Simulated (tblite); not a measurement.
Compound: C7H5FO3.
Geometry (GFN2-xTB, Å), atoms numbered from 1 in this order:
```xyz
16
C7H5FO3 angstrom
C      2.3862    1.0563    0.2985
C      1.9513   -0.3009   -0.1723
O      2.7043   -1.1830   -0.5090
C      0.4879   -0.5013   -0.2019
C     -0.2368   -1.6170   -0.5786
C     -1.5855   -1.2779   -0.4244
C     -1.5980    0.0258    0.0384
C     -2.7322    0.8673    0.3644
O     -3.8862    0.6065    0.3030
F     -2.3327    2.0989    0.7869
O     -0.3399    0.4855    0.1695
H      3.4703    1.1221    0.2903
H      1.9636    1.8220   -0.3494
H      2.0111    1.2334    1.3047
H      0.1756   -2.5448   -0.9178
H     -2.4464   -1.8840   -0.6185
```

Computed values, GFN2-xTB/tblite, gas phase, harmonic and unscaled. This tight-binding method is rough: wavenumbers can miss measured ones by several per cent, in bad cases by 10 to 20. One conformer, not necessarily the lowest.

Harmonic wavenumbers (cm⁻¹): 49.4, 69.5, 94.5, 106.7, 120.4, 188.9, 219.8, 336.1, 396.1, 442.1, 521.5, 559.8, 570.2, 634.3, 656.5, 689.6, 699.9, 835.3, 866.2, 914.3, 933.7, 985.3, 990.3, 1018.9, 1038.7, 1105.2, 1171.8, 1258.3, 1278.6, 1366.7, 1388.8, 1438.9, 1442.9, 1444.0, 1522.9, 1740.7, 1824.0, 3024.2, 3034.1, 3067.4, 3189.9, 3199.9.

A = 2641, B = 660.0, C = 529.7 MHz; mass 156.022 u (most abundant isotopes); point group Cs, symmetry number 1.

Task: Zero-point energy?

Result: Half the sum of the wavenumbers: 23218 cm⁻¹ = 66.38 kcal/mol.

Task: Give the ideal-gas entropy at 400 K and 1 bar in the rigid-rotor, harmonic-oscillator model (classical rotation).

Result: Translation 42.53, rotation 31.11, vibration 40.53: S = 114.2 cal/(mol K).

Task: And Cp and H(400 K) − H(0)?

Result: Cp = 46.74 cal/(mol K), of which vibrations give 38.79 (their classical limit is 42 R = 83.5); H(400 K) − H(0) = 11.34 kcal/mol without the zero-point energy, 8.16 from vibrations.

Task: What must be added to the electronic energy to get the Gibbs energy at 400 K and 1 bar?

Result: ZPE + [H(400 K) − H(0)] − T·S = 66.38 + 11.34 − 45.67 = 32.05 kcal/mol.

Task: How do the functions run with temperature in this model?

Result: 
| T (K) | S (cal/(mol K)) | Cp (cal/(mol K)) | H − H(0) (kcal/mol) | G − H(0) (kcal/mol) | ln q(vib) |
| --- | --- | --- | --- | --- | --- |
| 100 | 72.4 | 19.5 | 1.38 | -5.86 | 1.99 |
| 200 | 88.7 | 28.5 | 3.77 | -13.96 | 4.84 |
| 300 | 102.0 | 38.0 | 7.10 | -23.51 | 7.52 |
| 500 | 125.4 | 54.0 | 16.39 | -46.31 | 12.66 |
| 800 | 154.2 | 68.1 | 34.93 | -88.42 | 19.79 |
| 1000 | 170.0 | 73.7 | 49.14 | -120.88 | 24.11 |

q(vib) and H(0) count from the zero-point level.

Hindered rotation and anharmonicity are outside this model. Other conformers, if any are populated, would add a mixing term that is left out.
